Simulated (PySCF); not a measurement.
```csv
wavenumber (cm⁻¹),absorption (km/mol per cm⁻¹)
0,0.006
10,0.007
20,0.007
29,0.008
39,0.008
49,0.009
59,0.010
68,0.011
78,0.012
88,0.013
98,0.015
108,0.018
117,0.023
127,0.030
137,0.045
147,0.081
157,0.201
166,0.699
176,0.383
186,0.124
196,0.063
205,0.042
215,0.034
225,0.029
235,0.028
245,0.027
254,0.028
264,0.029
274,0.030
284,0.033
294,0.035
303,0.039
313,0.043
323,0.048
333,0.054
342,0.062
352,0.071
362,0.083
372,0.099
382,0.119
391,0.146
401,0.184
411,0.240
421,0.325
430,0.463
440,0.714
450,1.234
460,2.581
470,7.608
479,23.288
489,8.200
499,2.714
509,1.278
519,0.733
528,0.474
538,0.330
548,0.243
558,0.187
567,0.148
577,0.120
```

This is the computed harmonic infrared spectrum of singlet [AlCl4]-, Lorentzian lines of 14 cm⁻¹ full width. Level of theory: B3LYP/[Al def2-SVPD, Cl def2-SVPD], no relativity, density fitting, PySCF.

Question: Which bands make it up, and how are they assigned?

Answer: In Td symmetry, counting bands above 1 % of the strongest: 169 cm⁻¹ (t2, 17 km/mol); 480 cm⁻¹ (t2, 513 km/mol).

Other isomers or separated fragments may lie lower. The lowest empty level of this anion is unbound, so it and the gap depend on the basis.
